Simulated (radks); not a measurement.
All-electron atom: the cerium ion Ce2+ in [Xe] 4f2.

Calculated with a radial shooting solver on a logarithmic mesh with Libxc functionals: Dirac Kohn-Sham, PBE, spin-unpolarised, spherical densities, point nucleus; open shells are shared between the two j in proportion to 2j + 1; speed of light set to 274.072 atomic units (2 times the physical value, a model run).

Energy parts (hartree):
total: -8637.7941
kinetic: 8776.0687
electron-nucleus: -20567.8139
Hartree: 3358.0698
exchange-correlation: -204.1188

Orbitals (lengths in bohr, moments of r in powers of bohr; r(max) is where P^2 peaks):
orbital      occ.  eigenvalue (hartree)   r(max)   <1/r>      <r^4>  small-component weight
1s1/2           2             -1424.252  0.01696   58.78  2.034e-06                1.11e-02
2s1/2           2             -223.1375  0.09394   13.64  0.0003481                2.38e-03
2p1/2           2             -210.9739  0.07289   13.65  0.0002230                2.39e-03
2p3/2           4             -207.2111  0.07415   13.34  0.0002348                2.35e-03
3s1/2           2             -48.12091   0.2654   5.028    0.01383                7.30e-04
3p1/2           2             -42.88791   0.2522   4.956    0.01292                7.16e-04
3p3/2           4             -42.15311   0.2550   4.880    0.01343                7.06e-04
3d3/2           4             -32.55280   0.2054   4.758    0.01026                6.78e-04
3d5/2           6             -32.37977   0.2062   4.737    0.01039                6.75e-04
4s1/2           2              -9.83291   0.6153   2.109     0.3554                2.23e-04
4p1/2           2              -7.88610   0.6256   2.012     0.4198                2.07e-04
4p3/2           4              -7.72994   0.6314   1.986     0.4363                2.04e-04
4d3/2           4              -4.37291   0.6522   1.773     0.6813                1.68e-04
4d5/2           6              -4.34298   0.6542   1.766     0.6903                1.67e-04
5s1/2           2              -1.73241    1.442  0.8192      12.18                4.68e-05
5p1/2           2              -1.21949    1.584  0.7215      20.49                3.69e-05
5p3/2           4              -1.19801    1.600  0.7127      21.39                3.62e-05
4f5/2    0.857143              -0.54544   0.7092   1.181      9.026                8.21e-05
4f7/2     1.14286              -0.54248   0.7104   1.178      9.161                8.18e-05

The highest occupied level is 4f7/2 at -14.762 eV. The density falls to 0.001 e/bohr^3 at r = 3.69 bohr.
